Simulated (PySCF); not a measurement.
Al(OH)3 cation (AlH3O3), SMILES [OH][Al]([OH])[OH] (connectivity only; charge and spin as stated), charge +1, multiplicity 2.

The structure is a stationary point at PBE-D3(BJ)/def2-SVP. A frequency run showed that this geometry is not a minimum. The spin state was assumed, not searched. The isomer is the one that the SMILES or the coordinates give; other isomers of the formula were not compared. Other conformers were not sampled.

These are PBE-D3(BJ)/def2-SVP in PySCF values and carry that method's errors.

Frequencies are harmonic and unscaled.

Modes within 1.5 cm⁻¹ of each other (mostly degenerate sets) share a row, with their intensities summed.

| mode | ν (cm⁻¹) | IR (km/mol) | moving atoms (share of kinetic energy) |
|---|---|---|---|
| 1–2 | 138i | 0.0 | H 86 %, O 14 % |
| 3 | 35 | 502.2 | H 46 %, O 29 %, Al 25 % |
| 4–5 | 153 | 13.5 | O 63 %, Al 19 %, H 18 % |
| 6 | 256 | 48.8 | H 50 %, Al 41 %, O 9 % |
| 7–8 | 330 | 528.6 | H 81 %, O 19 % |
| 9 | 447 | 0.0 | H 86 %, O 14 % |
| 10 | 725 | 0.0 | O 93 % |
| 11–12 | 865 | 38.8 | O 50 %, Al 46 % |
| 13–14 | 3829 | 2263.0 | H 93 % |
| 15 | 3848 | 0.0 | H 93 % |
